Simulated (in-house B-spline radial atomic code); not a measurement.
## Two electrons outside the [He] 2s2 2p6 core: S⁴⁺

Computed with an all-electron radial atomic-structure program (B-spline basis): configuration interaction (CI) of the two valence electrons in the field of the frozen Dirac-Fock core, alone and with many-body perturbation theory for the core (screened one- and two-electron correlation potentials), Breit and QED terms; no-pair Dirac Hamiltonian, finite nucleus. Labels give the configuration (outer n counted up each series) and the leading LS term, or the jj pair where no LS term holds 70 %.

Command:
```bash
python run_mb.py task.json out
```
Settings (nuclear radius in fm, box in bohr, cutoff in hartree):
```
basis_form          3
Z                   16
core_configuration  [He] 2s2 2p6
rms_radius          3.2611
mass_number         32
speed_of_light      137.036
box_radius          15.0
lmax                6
intervals           65
virtual_cutoff      512.0
```

Time taken, with all properties: 2.5 min on 1 thread of Arm Neoverse N1 (shared host).

Excitation energies (cm⁻¹):

```csv
level,purity of the LS term,CI alone,CI + MBPT + Breit + QED,Landé g of the LS mixture
3s2 1S0,1.0,0,0,-
3s3p 3P°0,1.0,81921,82955,-
3s3p 3P°1,1.0,82302,83322,1.50
3s3p 3P°2,1.0,83081,84081,1.50
3s3p 1P°1,1.0,?,?,?
3p2 1D2,0.996,192216,193648,1.00
3p2 3P0,0.999,199684,199905,-
3p2 3P1,1.0,?,?,?
3p2 3P2,0.996,200885,201080,1.50
3s3d 3D1,1.0,234538,234757,0.50
3s3d 3D2,1.0,234547,234761,1.17
3s3d 3D3,1.0,234562,234769,1.33
```

(1) Where does 3p2 3P1 lie?

(2) Where does 3s3p 1P°1 lie?

(3) What is the first ionisation energy?

Some electric-dipole lines (reduced elements in atomic units, length form; vacuum wavelengths from the computed energies):

| upper | lower | D bare (size) | D with core polarisation (size) | λ (nm) | A (s⁻¹) |
| --- | --- | --- | --- | --- | --- |
| 3s3p 3P°1 | 3s2 1S0 | 0.0207 | 0.0201 | 120.02 | 1.6e+05 |
| 3p2 1D2 | 3s3p 3P°1 | 0.0982 | 0.0958 | 90.64 | 5e+06 |
| 3p2 3P0 | 3s3p 3P°1 | 1.17 | 1.14 | 85.776 | 4.1e+09 |
| 3p2 3P2 | 3s3p 3P°1 | 1.3 | 1.27 | 84.92 | 1.1e+09 |
| 3s3d 3D1 | 3s3p 3P°0 | 1.25 | 1.23 | 65.875 | 3.6e+09 |
| 3s3d 3D1 | 3s3p 3P°1 | 1.09 | 1.07 | 66.035 | 2.7e+09 |
| 3s3d 3D2 | 3s3p 3P°1 | 1.88 | 1.85 | 66.033 | 4.8e+09 |

Weak lines are less accurate than strong ones.

Results:

(1) 200095 cm⁻¹ in CI alone and 200308 cm⁻¹ with all corrections; g = 1.50.

(2) 128113 cm⁻¹ in CI alone and 127226 cm⁻¹ with all corrections; g = 1.00.

(3) 72.574 eV to the 3s1/2 state of the next ion (72.238 eV from CI alone). NIST lists 72.5945 ± 0.0004 eV (measured).
